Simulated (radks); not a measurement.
Valence configurations of Ba (all share [Xe]). All-electron calculation, scalar-relativistic Kohn-Sham, r2SCAN, spin-unpolarised, spherical densities, finite nucleus; meta-GGA in the generalised Kohn-Sham scheme; Fermi nuclear charge, rms radius 4.8378 fm. Program: a radial shooting solver on a logarithmic mesh with Libxc functionals. Energies are relative to 6s2; eigenvalues in eV.

valence      E (eV)   e(4f)   e(5d)   e(6p)   e(6s)
6s2           0.000       -       -       -  -3.267
6s1.5 6p0.5   1.040       -       -  -1.480  -3.537
5d1 6s1       1.506       -  -1.215       -  -2.753
6s1 6p1       2.060       -       -  -1.732  -3.759
5d1 6p1       3.234       -  -1.943  -1.427       -
4f1 6s1       4.324  -0.324       -       -  -5.059
4f2           8.889  -0.443       -       -       -

NIST lists [Xe] 6s2 as the ground configuration; this level of theory agrees among the configurations tried. The energies are those of spherical spin-averaged densities, not of single terms.
